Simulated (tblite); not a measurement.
F4OW, charge -1, doublet, at a GFN2-xTB geometry (such geometries of metal compounds can be far from the true shape) (the multiplicity is a formal guess); GFN1-xTB (tblite).

The tblite input:
```
$ tblite run mol.xyz --method gfn1 --charge -1 --spin 1 --guess eeq --json tblite.json --no-restart

# file mol.xyz
6

W      0.06830354    -0.08411416     0.04394939
O      1.05674556    -1.30135662     0.67995486
F     -0.97134487    -0.69572284    -1.53092736
F      0.22087672     1.61990623     1.04804436
F      0.98756622     0.99128778    -1.34660359
F     -1.73803437    -0.06710439     0.86372059
```

Output, abridged:

```
xTB calculator
 | screened Coulomb repulsion
 | Coulomb electrostatics
 |  * isotropic Klopman-Ohno-Mataga-Nishimoto electrostatics
 |  * onsite third-order electrostatics
 | DFT-D3(BJ) dispersion correction

halogen bonding energy    0.0000000000000E+00 Eh
repulsion energy          4.3449414592713E-02 Eh
dispersion energy        -1.4626601804109E-03 Eh
number of electrons       4.1000000000000E+01 e
integral cutoff           3.6814730210589E+01 bohr

------------------------------------------------------------
  cycle        total energy    energy error   density error
------------------------------------------------------------
      1     -28.05446514515  -2.8096452E+01   5.8528021E-01
      2     -28.06783905686  -1.3373912E-02   3.2356873E-01
      3     -28.06906834243  -1.2292856E-03   6.9461577E-02
      4     -28.06908853836  -2.0195925E-05   2.3852302E-02
      5     -28.06965522977  -5.6669141E-04   1.0371889E-03
      6     -28.06965546809  -2.3832246E-07   1.7755139E-04
      7     -28.06965546857  -4.7850790E-10   8.4293808E-06
------------------------------------------------------------

electronic energy        -2.8111642222984E+01 Eh
total energy             -2.8069655468572E+01 Eh

Post processing:
 | Mayer-Wiberg bond orders

[Info] JSON dump of results written to 'tblite.json'
```
